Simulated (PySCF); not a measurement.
# One molecule, several mistakes: BCGeH7N

These are calculations, not measurements. The program is PySCF 2.14.0, an open-source quantum chemistry code, run on an isolated molecule that a program drew, which may never have been made. The molecule is BCGeH7N (charge 0, doublet), drawn as the SMILES string `NB[CH2][GeH2]`.

Each row is a Hartree-Fock (HF) and frozen-core CCSD(T) single point in the cc-pVDZ basis, meant for a local HF minimum. Run 1 is clean. Each other run has one planted mistake out of seven kinds, and not every kind appears here: one electron removed, one electron added, multiplicity raised by two, geometry at a saddle point, minimal basis STO-3G, one bond length entered in bohr, all coordinates scaled. The reference is restricted for singlets and unrestricted otherwise, and also for a bond in bohr. Adding or removing an electron swaps singlet and doublet. Electrons count all cores. HOMO and LUMO are orbital energies over both spins, the gradient is its largest component, and the lowest frequency (negative if imaginary) is given only where the gradient is small. Bond lengths are over the 10 bonds as drawn. T1 is the CCSD diagnostic: over 0.02 (restricted) or 0.045 (unrestricted) a single reference is doubtful. Germanium has the cc-pVDZ-PP basis, with a core potential (ECP10MDF) in place of its 10 inner electrons, and its 3s, 3p and 3d shells are frozen in CCSD(T).

Geometry of the clean run:
```xyz
11
BCGeH7N, angstrom
N     1.7336    0.3301    0.8044
B     0.9952    1.1596    1.6487
C    -0.5298    1.4873    1.3864
Ge   -1.6960    0.4053    2.5656
H     2.6872    0.0927    0.9785
H     1.3596   -0.0909   -0.0208
H     1.5533    1.6089    2.6178
H    -0.7555    2.5316    1.6184
H    -0.8438    1.2905    0.3570
H    -1.5354   -1.1016    2.2877
H    -1.4150    0.6749    4.0544
```

```
run  electrons  basis functions  <S^2>  HOMO (eV)  LUMO (eV)  gradient (hartree/bohr)  lowest frequency (cm^-1)  mean bond (Å)  longest bond (Å)      T1  HF (hartree)  CCSD(T) (hartree)             mistake
  1         57              100  0.754      -8.27       1.41                  1.6e-05                        69         1.3426             1.980  0.0135    -414.47875         -415.03056            no fault
  2         58              100  0.000      -0.29       8.54                  6.9e-02                         -         1.3426             1.980  0.0143    -414.45598         -415.03659  one electron added
  3         56              100  0.000     -15.73      -6.51                  7.7e-02                         -         1.3426             1.980  0.0190    -414.20670         -414.75531                   ?
  4         57              100  0.754      -8.08       1.67                  6.6e-02                         -         1.2661             1.867  0.0122    -414.44203         -414.98407                   ?
```

**Which mistake was planted in run 3, and what did it cost?**

It counts 56 electrons, one fewer than the clean run, at the same geometry and basis. So the mistake is: one electron removed. Subtracting run 1 and multiplying by 627.51 kcal/mol a hartree, the energy moved by 170.7 kcal/mol in HF and 172.7 kcal/mol in CCSD(T).

**Which mistake was planted in run 4, and what did it cost?**

The mean and the longest bond both change by the same factor, 0.943, and the gradient is no longer small. So the mistake is: all coordinates scaled. Subtracting run 1 and multiplying by 627.51 kcal/mol a hartree, the energy moved by 23.0 kcal/mol in HF and 29.2 kcal/mol in CCSD(T).

